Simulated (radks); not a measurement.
The numbers below are computed, except where a source is named.
Q: Xe44+, configuration 1s1 2s2 2p6 3s1 (not the ground configuration). Level of theory: scalar-relativistic Kohn-Sham, LDA (Slater exchange, Perdew-Wang correlation), spin-unpolarised, spherical densities, finite nucleus; Fermi nuclear charge, rms radius 4.7859 fm (a radial shooting solver on a logarithmic mesh with Libxc functionals). Some entries of the table are withheld. Estimate them.

orbital  occ.  eigenvalue (hartree)  <r> (bohr)
1s          1             -1398.229         (1)
2s          2             -306.6988         (2)
2p          6                   (3)     0.09637
3s          1             -126.0425      0.2651

A: 
(1) 1s <r> (bohr): 0.02650
(2) 2s <r> (bohr): 0.1111
(3) 2p eigenvalue (hartree): -289.0191
